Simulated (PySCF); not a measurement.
A structure optimised at B3LYP-D3(BJ)/def2-SVP, used in a PySCF frequency run:

```
Si
H 1 1.4992
I 1 2.4719 2 107.02
I 1 2.4719 2 107.02 3 121.08
```
Charge 0, spin multiplicity 2.

Write its SMILES, formula and point group.

I[SiH]I, HI2Si, Cs

What are its rotational constants (standard atomic weights)?

9.5081, 0.46944, 0.44854 GHz
